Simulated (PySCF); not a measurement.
**NMR parameters of TeO2F2**

TeO2F2, F2O2Te, point group C2v.

Cartesian coordinates in Å; atom numbers follow the order of the lines, from 1:
```xyz
5

Te    0.1889   -0.0008    0.1302
O    -0.1242   -0.0252    1.8940
O     1.7220    0.0154   -0.7960
F    -0.8989    1.3745   -0.5951
F    -0.8878   -1.3639   -0.6331
```

GIAO calculations in PySCF on the PBE0-D3(BJ)/def2-SVP structure: isolated species, scalar relativity only through the core potential, equivalent atoms averaged; basis pcSseg-1 (def2-TZVP on Te).

(1) Give the isotropic shieldings (ppm) with KT2, PBE0.

(2) And the chemical shifts, against references computed in the same way?

(3) Which part of the shielding of F4/F5 depends on the functional?

## Answers

(1) 
| atoms | environment | KT2 | PBE0 |
| --- | --- | --- | --- |
| F4/F5 | fluorine bonded to Te | 76.7 | 123.6 |
| O2/O3 | oxygen bonded to Te | -185.3 | -174.9 |
| HOMO–LUMO gap (eV) | – | 3.10 | 5.65 |

(2) 
```
atoms  nucleus, reference    KT2   PBE0
F4/F5     $^{19}$F, CFCl3   61.8   53.7
O2/O3       $^{17}$O, H2O  516.0  509.5
```

(3) Diamagnetic: KT2 474, PBE0 472 ppm; paramagnetic: KT2 -397, PBE0 -349 ppm. The diamagnetic part, set mainly by inner electrons, hardly moves; the paramagnetic part goes with low-lying magnetically allowed excitations and carries the spread.

Te is described by an effective core potential, so it has no shielding of its own here; spin–orbit effects on the atoms bonded to it, which can be large, are absent, and the values of these neighbours are rough. Unscaled 19F shifts against computed CFCl3 carry errors that often reach 10 to 50 ppm. Unscaled 17O shifts of doubly bonded oxygen tend to come out too high, by tens of ppm or more. Experimental scales use liquid or dissolved standards, which lie at an offset from isolated H2O (liquid H2O: subtract about 36 ppm).
